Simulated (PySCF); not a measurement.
C3H7O2, doublet, geometry from GFN2-xTB; DF-B3LYP5/def2-SVP run with PySCF.

PySCF was given this input:
```python
from pyscf import gto, scf, dft

mol = gto.M(
    atom='''
C     1.990232    0.404673    0.012285
O     1.123079   -0.622638   -0.398457
C    -0.167688   -0.238057   -0.674889
C    -1.053511   -0.054876    0.661831
O    -2.241623    0.370929    0.357930
H     2.004153    1.227319   -0.710778
H     1.693747    0.801510    0.991523
H     2.981302   -0.037507    0.091200
H    -0.641156   -1.045567   -1.234945
H    -0.231553    0.705857   -1.227818
H    -1.015250   -1.018851    1.206866
H    -0.457099    0.710468    1.212802
''',
    basis='def2-svp',
    charge=0,
    spin=1,
    verbose=4,
)

mf = dft.UKS(mol)
mf.xc = 'b3lyp5'
mf = mf.density_fit(auxbasis='def2-universal-jkfit')
mf.kernel()
```

What the program printed (banner, timings and long lists left out):

```
PySCF version 2.14.0

[INPUT] verbose = 4
[INPUT] num. atoms = 12
[INPUT] num. electrons = 41
[INPUT] charge = 0
[INPUT] spin (= nelec alpha-beta = 2S) = 1
[INPUT] symmetry False subgroup None
[INPUT] Mole.unit = angstrom
[INPUT] Symbol           X                Y                Z      unit          X                Y                Z       unit  Magmom
[INPUT]  1 C      1.990232000000   0.404673000000   0.012285000000 AA    3.760993404345   0.764721140006   0.023215285440 Bohr   0.0
[INPUT]  2 O      1.123079000000  -0.622638000000  -0.398457000000 AA    2.122311726250  -1.176615294747  -0.752974602416 Bohr   0.0
[INPUT]  3 C     -0.167688000000  -0.238057000000  -0.674889000000 AA   -0.316884394376  -0.449862532036  -1.275355374482 Bohr   0.0
[INPUT]  4 C     -1.053511000000  -0.054876000000   0.661831000000 AA   -1.990847259217  -0.103700610812   1.250679330747 Bohr   0.0
[INPUT]  5 O     -2.241623000000   0.370929000000   0.357930000000 AA   -4.236053544526   0.700954221659   0.676389671766 Bohr   0.0
[INPUT]  6 H      2.004153000000   1.227319000000  -0.710778000000 AA    3.787300281725   2.319296777475  -1.343175755366 Bohr   0.0
[INPUT]  7 H      1.693747000000   0.801510000000   0.991523000000 AA    3.200717954304   1.514634386100   1.873706916207 Bohr   0.0
[INPUT]  8 H      2.981302000000  -0.037507000000   0.091200000000 AA    5.633844274618  -0.070877957754   0.172343022560 Bohr   0.0
[INPUT]  9 H     -0.641156000000  -1.045567000000  -1.234945000000 AA   -1.211609243122  -1.975835274883  -2.333707828901 Bohr   0.0
[INPUT] 10 H     -0.231553000000   0.705857000000  -1.227818000000 AA   -0.437571753321   1.333876413107  -2.320239750811 Bohr   0.0
[INPUT] 11 H     -1.015250000000  -1.018851000000   1.206866000000 AA   -1.918544447965  -1.925349351739   2.280646209049 Bohr   0.0
[INPUT] 12 H     -0.457099000000   0.710468000000   1.212802000000 AA   -0.863791921813   1.342589940267   2.291863623325 Bohr   0.0

nuclear repulsion = 182.712197283982
number of shells = 51
number of NR pGTOs = 169
number of NR cGTOs = 105
basis = def2-svp
ecp = {}

******** <class 'pyscf.df.df_jk.DFUKS'> ********
method = DFUKS
initial guess = minao
damping factor = 0
level_shift factor = 0
DIIS = <class 'pyscf.scf.diis.CDIIS'>
diis_start_cycle = 1
diis_space = 8
diis_damp = 0
SCF conv_tol = 1e-09
SCF conv_tol_grad = None
SCF max_cycles = 50
direct_scf = False
number electrons alpha = 21  beta = 20
XC library pyscf.dft.libxc version 7.1.2
    S. Lehtola, C. Steigemann, M. J. T. Oliveira, and M. A. L. Marques,  SoftwareX 7, 1–5 (2018)
XC functionals = b3lyp5
    P. A. M. Dirac,  Math. Proc. Cambridge Philos. Soc. 26, 376 (1930)
    F. Bloch,  Z. Phys. 57, 545 (1929)
    A. D. Becke,  Phys. Rev. A 38, 3098 (1988)
    C. Lee, W. Yang, and R. G. Parr,  Phys. Rev. B 37, 785 (1988)
    B. Miehlich, A. Savin, H. Stoll, and H. Preuss,  Chem. Phys. Lett. 157, 200 (1989)
    S. H. Vosko, L. Wilk, and M. Nusair,  Can. J. Phys. 58, 1200 (1980)
radial grids:
    Treutler-Ahlrichs [JCP 102, 346 (1995); DOI:10.1063/1.469408] (M4) radial grids

becke partition: Becke, JCP 88, 2547 (1988); DOI:10.1063/1.454033
pruning grids: <function nwchem_prune>
grids dens level: 3
symmetrized grids: False
atomic radii adjust function: <function treutler_atomic_radii_adjust>
small_rho_cutoff = 0
Set gradient conv threshold to 3.16228e-05
tot grids = 139176
******** <class 'pyscf.df.df.DF'> ********
auxbasis = def2-universal-jkfit
init E= -268.920978756835

cycle= 1 E= -268.326263586691  delta_E= 0.595  |g|= 0.64  |ddm|= 2.39
cycle= 2 E= -267.37653582136  delta_E= 0.95  |g|= 1.56  |ddm|=  4.4
cycle= 3 E= -268.508225933709  delta_E= -1.13  |g|= 0.176  |ddm|= 4.08
cycle= 4 E= -268.505962511001  delta_E= 0.00226  |g|= 0.22  |ddm|= 0.353
cycle= 5 E= -268.524128270899  delta_E= -0.0182  |g|= 0.0597  |ddm|= 0.174
cycle= 6 E= -268.525660764219  delta_E= -0.00153  |g|= 0.0269  |ddm|= 0.0781
cycle= 7 E= -268.526009431388  delta_E= -0.000349  |g|= 0.00628  |ddm|= 0.0444
cycle= 8 E= -268.526038832457  delta_E= -2.94e-05  |g|= 0.00144  |ddm|= 0.0121
cycle= 9 E= -268.52604585062  delta_E= -7.02e-06  |g|= 0.00102  |ddm|= 0.00599
cycle= 10 E= -268.526051746503  delta_E= -5.9e-06  |g|= 0.000921  |ddm|= 0.00559
cycle= 11 E= -268.526060050136  delta_E= -8.3e-06  |g|= 0.000759  |ddm|= 0.00862
cycle= 12 E= -268.526079190064  delta_E= -1.91e-05  |g|= 0.000543  |ddm|= 0.0263
cycle= 13 E= -268.526089922701  delta_E= -1.07e-05  |g|= 0.00038  |ddm|= 0.0301
cycle= 14 E= -268.526090501877  delta_E= -5.79e-07  |g|= 0.000192  |ddm|= 0.00402
cycle= 15 E= -268.526090873245  delta_E= -3.71e-07  |g|= 0.000101  |ddm|= 0.00481
cycle= 16 E= -268.526090936957  delta_E= -6.37e-08  |g|= 4.64e-05  |ddm|= 0.00237
cycle= 17 E= -268.526090941018  delta_E= -4.06e-09  |g|= 1.24e-05  |ddm|= 0.000613
cycle= 18 E= -268.526090941129  delta_E= -1.1e-10  |g|= 6.99e-06  |ddm|= 3.27e-05
Extra cycle  E= -268.526090941123  delta_E= 5.29e-12  |g|= 9e-06  |ddm|= 1.84e-05
converged SCF energy = -268.526090941123  <S^2> = 0.75464702  2S+1 = 2.0046416
```
